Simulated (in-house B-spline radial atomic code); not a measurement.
A fraction x of an electron is removed from 3d in neutral technetium, starting from [Kr] 4d5 5s2 and keeping the highest spin. Method: scalar-relativistic (X2C) RPBE, spin-polarised, spherical fractional occupations, Fermi nucleus of rms radius 4.41117 fm. Calculated with a radial B-spline atomic code at the basis-set limit.

```
   x  E(x) - E(0) (eV)  3d down level (eV)
   0            0.0000            -248.799
0.08           20.0006            -251.221
0.24                 ?                   ?
0.31           78.5942            -258.321
 0.4                 ?                   ?
 0.5          128.2441            -264.331
0.56          144.1617            -266.255
0.69          179.0477            -270.464
0.75          195.3343            -272.425
0.94          247.6902            -278.709
   1          264.4729            -280.716
```

(1) What belongs in the row x = 0.24?

(2) What belongs in the row x = 0.4?

(3) Check Janak's theorem between x = 0.5 and 0.56.

Results:

(1) An energy change of 60.5882 eV; 3d down at -256.139 eV.

(2) An energy change of 101.9703 eV; 3d down at -261.152 eV.

(3) The slope of the energy is 265.29 eV; the orbital levels give 265.29 eV (-ε of the emptying orbital, averaged over the two points).
